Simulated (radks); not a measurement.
Values are calculated unless marked as measured or tabulated.
Ionisation of the beryllium ion Be+, [He] 2s1, to [He] as the strength of local exchange is varied. Level of theory: Dirac Kohn-Sham, Slater X-alpha exchange (alpha = 2/3 is LDA exchange), no correlation, spin-unpolarised, spherical densities, finite nucleus; Fermi nuclear charge, rms radius 2.519 fm (a radial shooting solver on a logarithmic mesh with Libxc functionals).

alpha  E(Be+) (hartree)  exchange (hartree)  IE (eV)  -e of the level emptied (eV)  <r> of it (bohr)
0.667         -13.91520            -2.10230   16.797                12.593 (2s1/2)             2.335
0.689         -13.98464            -2.17796   16.954                12.763 (2s1/2)             2.323
0.7           -14.01944            -2.21594   17.032                12.849 (2s1/2)             2.317
0.891         -14.63168            -2.89150   18.425                14.378 (2s1/2)             2.218
0.995         -14.97144            -3.27212   19.208                15.247 (2s1/2)             2.168
1.048         -15.14631            -3.46956   19.614                15.700 (2s1/2)             2.144

NIST Atomic Spectra Database: 18.211 eV (measured). The Delta-SCF value meets it near alpha = 0.86. Spin polarisation and multiplet splitting are left out, so open shells lie too high by an amount that depends on their filling.

Beside tabulated values, note that spin-unpolarised runs miss the spin-polarisation part of the exchange energy of open shells.
